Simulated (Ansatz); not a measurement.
Reaction (redistribution): `OB(F)[SiH2]S` + `FC[SiH3]` → `OB(F)[SiH3]` + `FC([SiH3])S`

Computed with Ansatz on PBE0-D4/def2-TZVP structures; ΔE is electronic, products minus reactants. CBS: MP2 limit from def2 TZ/QZ plus the TZ coupled-cluster correction, frozen cores. DFT in def2-TZVPP. One conformer a species, not always the lowest.

```json
{"level": "B2PLYP", "ΔE (eV)": "0.97"}
{"level": "SCS-MP2/def2-QZVPP", "ΔE (eV)": "0.99"}
```

Q: What does CCSD(T)/CBS give? (An estimate is asked.)

A: The calculation gave: +0.97 eV. The listed levels differ from it by 0.00, 0.02 eV.

Largest T1 diagnostic among the species: 0.014.

From PBE to PBE0 (25 % exact exchange), in def2-TZVPP and without D4, ΔE moves by +0.07 eV. In def2-TZVPP, CCSD(T) changes the Hartree–Fock value by −0.13 eV (the triples alone add −0.03 eV) and MP2 by −0.10 eV.
